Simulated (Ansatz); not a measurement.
Isolated molecules relaxed with PBE0-D4/def2-TZVP in Ansatz; ΔE leaves out vibrations. CBS: MP2 limit from def2 TZ/QZ plus the TZ coupled-cluster correction, frozen cores. This one scheme is used for every species. DFT in def2-TZVPP. B3LYP here is the variant with VWN-RPA as its local correlation; programs differ in this. HSE06 is defined as in plane-wave codes. Elements past krypton have def2 core potentials. For Te outer-core shells are correlated without core-valence functions, which leaves a few kJ/mol of doubt a bond.

Consider the formal exchange of groups at a Te–C bond: `C=C(Cl)[TeH]` + `BCl` → `ClB[TeH]` + `C=CCl`.

```csv
level,ΔE (kJ/mol),difference from CCSD(T)/CBS
LDA (SPW92),-114.4,-13.5
PBE-D4,-108.0,-7.1
revPBE-D4,-103.6,-2.7
BLYP-D4,-97.7,3.2
r2SCAN-D4,-109.4,-8.5
B97M-V,-107.1,-6.2
PBE0-D4,-108.9,-8.0
B3LYP-D4,-100.3,0.6
r2SCANh-D4,-109.8,-8.9
r2SCAN0-D4,-110.4,-9.5
HSE06-D4,-109.1,-8.2
BHLYP-D4,-100.9,0.0
CAM-B3LYP-D4,-100.9,0.0
ωB97X-V,-100.6,0.3
ωB97M-V,-101.2,-0.3
B2PLYP,-102.8,-1.9
PBE,-110.8,-9.9
BLYP,-103.7,-2.8
r2SCAN,-110.1,-9.2
B3LYP,-105.0,-4.1
r2SCANh,-110.6,-9.7
r2SCAN0,-111.3,-10.4
HSE06,-111.4,-10.5
BHLYP,-105.0,-4.1
CAM-B3LYP,-103.5,-2.6
LC-ωPBE,-106.4,-5.5
MP2/def2-SVP,-107.7,-6.8
CCSD/def2-SVP,-110.6,-9.7
CCSD(T)/def2-SVP,-110.1,-9.2
HF/def2-TZVPP,-102.4,-1.5
MP2/def2-TZVPP,-99.5,1.4
SCS-MP2/def2-TZVPP,-96.0,4.9
CCSD/def2-TZVPP,-102.2,-1.3
CCSD(T)/def2-TZVPP,-101.8,-0.9
HF/def2-QZVPP,-101.2,-0.3
MP2/def2-QZVPP,-98.5,2.4
SCS-MP2/def2-QZVPP,-95.3,5.6
HF/CBS(def2),-101.0,-0.1
MP2/CBS(def2),-98.5,2.4
CCSD/CBS(def2),-101.2,-0.3
CCSD(T)/CBS,-100.9,0
```

Largest T1 diagnostic among the species: 0.014.

At CCSD(T), def2-SVP lies −9.2 kJ/mol from the extrapolated value and def2-TZVPP −0.9 kJ/mol. Leaving LDA and LC-ωPBE aside and taking each functional with its dispersion term where it has one, the values spread over 12.8 kJ/mol, from r2SCAN0-D4 to BLYP-D4. LDA lies −3.6 kJ/mol from PBE without D4. The D4 term adds +4.7 kJ/mol with B3LYP and +2.5 kJ/mol with PBE0; it sums over pairs of atoms, weighted by their polarisabilities, and B3LYP, whose exchange is more repulsive, gets the larger term.
